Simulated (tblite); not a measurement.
Q: Write a Z-matrix for `[O]CC1CCCC1` [radical] as optimised with GFN2-xTB. (Doublet state.)

A: 
Z-matrix in Å and degrees, rows numbered from 1:
```
O 
C   1  1.3066
C   2  1.5625  1  115.09
C   3  1.5432  2  110.04  1    74.16
C   4  1.5325  3  105.89  2   124.30
C   5  1.5271  4  104.28  3    22.80
C   6  1.5256  5  102.66  4   -39.40
H   2  1.1170  1  108.09  3  -113.64
H   2  1.1135  1  113.94  3   128.85
H   3  1.0915  2  107.22  1   -45.74
H   4  1.0896  3  109.47  2  -115.91
H   4  1.0893  3  111.59  2     2.69
H   5  1.0910  4  110.40  3   -94.83
H   5  1.0888  4  111.84  3   144.68
H   6  1.0908  5  110.14  4    77.60
H   6  1.0887  5  112.76  4  -160.92
H   7  1.0924  3  109.98  2   -30.08
H   7  1.0889  3  112.34  2    90.76
```

The 5-membered ring C3–C4–C5–C6–C7 has internal angles of 102.7° to 105.9° (sum 523°, against 540° for a flat polygon); it is puckered, 0.18 Å rms from its mean plane, widest ring torsion 41°. The C–C distances run from 1.526 Å (C6–C7, drawn single) to 1.562 Å (C2–C3, drawn single), a spread of 0.036 Å. Of the pairs four or more bonds apart, H9···H12 is among the closest relative to their van der Waals radii: 2.45 Å, 102 % of the sum of Bondi's values.

Structure optimised with GFN2-xTB, isolated species. This method treats the open shell by occupation alone, without spin polarisation.

Point group: C1 (no symmetry element, even within 0.4 Å). Its GFN2-xTB frequencies are all real (lowest 24 cm⁻¹). Torsions: O1–C2–C3–C4 74°, C2–C3–C4–C5 124°, C3–C4–C5–C6 23°, C4–C5–C6–C7 -39°, C5–C6–C7–C3 41°. 3 starts were optimised and ended at 0.00, 0.28 and 0.38 kcal/mol (GFN2-xTB); the lowest of these is shown.

One conformer stands for the species.

All values are computed, not measured.
